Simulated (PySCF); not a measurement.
C₅H₁₄OSi, SMILES O([SiH2]C(C)(C)C)C, GFN2-xTB optimised geometry.

```
21

C     -0.46    -3.55    -2.33
O     -0.26    -2.51    -1.44
Si    -0.84    -1.00    -1.55
C     -0.17    -0.12     0.00
C      1.36    -0.12     0.00
C     -0.66    -0.82     1.27
C     -0.66     1.32     0.00
H     -0.08    -3.30    -3.33
H      0.06    -4.43    -1.96
H     -1.53    -3.78    -2.42
H     -0.39    -0.34    -2.79
H     -2.31    -1.01    -1.57
H      1.74    -1.14    -0.01
H      1.75     0.39    -0.87
H      1.74     0.38     0.89
H     -0.27    -0.31     2.16
H     -0.33    -1.85     1.29
H     -1.75    -0.80     1.32
H     -0.29     1.85     0.88
H     -0.32     1.84    -0.89
H     -1.75     1.36     0.01
```

Density from CAM-B3LYP/def2-SVP in PySCF at that geometry.

Minimum of the electron density along straight lines between bonded atoms, close to the bond critical point (lines longer than 1.1 times the sum of covalent radii, or with two minima, are not listed):

```tsv
bond	length / Å	ρ at the minimum / e bohr⁻³	∇²ρ there / e bohr⁻⁵	position (fraction from the first atom)
C1–O2	1.394	0.260	-0.31	0.34
O2–Si3	1.621	?	1.11	0.59
Si3–C4	1.906	0.117	0.29	0.38
C4–C5	1.529	0.243	-0.55	0.50
C4–C6	1.529	0.243	-0.55	0.50
C4–C7	1.527	0.244	-0.55	0.49
C1–H8	1.092	0.282	-1.08	0.64
C1–H9	1.091	0.284	-1.10	0.64
C1–H10	1.092	0.282	-1.08	0.64
Si3–H11	1.469	0.117	0.32	0.49
Si3–H12	1.469	0.117	0.32	0.49
C5–H13	1.087	0.278	-1.04	0.63
C5–H14	1.088	0.276	-1.02	0.62
C5–H15	1.091	0.275	-1.00	0.62
C6–H16	1.091	0.275	-1.00	0.62
C6–H17	1.087	0.278	-1.04	0.63
C6–H18	1.088	0.276	-1.02	0.62
C7–H19	1.090	0.275	-1.01	0.63
C7–H20	1.087	0.277	-1.02	0.62
C7–H21	1.088	0.277	-1.02	0.62
```

Problem. Some entries are withheld; supply them.

Solution. 
- O2–Si3, ρ at the minimum / e bohr⁻³: 0.130
